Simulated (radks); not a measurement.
Values are calculated unless marked as measured or tabulated.
Task: Isoelectronic series with 20 electrons, all held in the configuration [Ar] 4s2, which need not be the ground one along the series. Code: a radial shooting solver on a logarithmic mesh with Libxc functionals. Model: Dirac Kohn-Sham, LDA (Slater exchange, Perdew-Wang correlation), spin-unpolarised, spherical densities, finite nucleus; Fermi nuclear charge, rms radius of each element as measured or else 0.836 A^(1/3) + 0.57 fm. Total energies (hartree) and orbital eigenvalues (eV):

| ion | E (hartree) | 4s1/2 | 3p3/2 | 3p1/2 |
|---|---|---|---|---|
| Ca | -678.69488 | -3.8641 | -27.8525 | -28.2416 |
| V3+ | -944.18831 | -33.2016 | -92.0162 | -92.9742 |
| Cu9+ | -1615.63548 | -143.7878 | -308.5223 | -312.1022 |
| Ge12+ | -2022.32452 | -223.4628 | -458.8152 | -464.8309 |
| Br15+ | -2477.01192 | -319.2556 | -636.8480 | -646.3620 |
| Sr18+ | -2980.32533 | -431.2324 | -842.5913 | -856.9469 |
| Nb21+ | -3532.97882 | -559.5224 | -1076.076 | -1096.938 |
| Ru24+ | -4135.77664 | -704.3004 | -1337.370 | -1366.772 |
| Ag27+ | -4789.62551 | -865.7807 | -1626.569 | -1666.958 |
| Sn30+ | -5495.52764 | -1044.213 | -1943.793 | -1998.086 |
| I33+ | -6254.60486 | -1239.884 | -2289.176 | -2360.821 |
| Ba36+ | -7068.1023 | -1453.117 | -2662.873 | -2755.914 |
| Pr39+ | -7937.4071 | -1684.276 | -3065.054 | -3184.207 |
| Sm42+ | -8864.0194 | -1933.763 | -3495.906 | -3646.643 |
| Tb45+ | -9849.7240 | -2202.041 | -3955.628 | -4144.276 |
| Er48+ | -10896.2934 | -2489.597 | -4444.438 | -4678.287 |
| Lu51+ | -12005.9228 | -2797.006 | -4962.566 | -5249.995 |
| W54+ | -13181.0380 | -3124.903 | -5510.256 | -5860.882 |
| Ir57+ | -14424.1900 | -3473.975 | -6087.771 | -6512.615 |

Estimate the row of Fe6+.

Result: E (hartree) -1256.40398; 4s1/2 -80.2716; 3p3/2 -186.1136; 3p1/2 -188.0770.
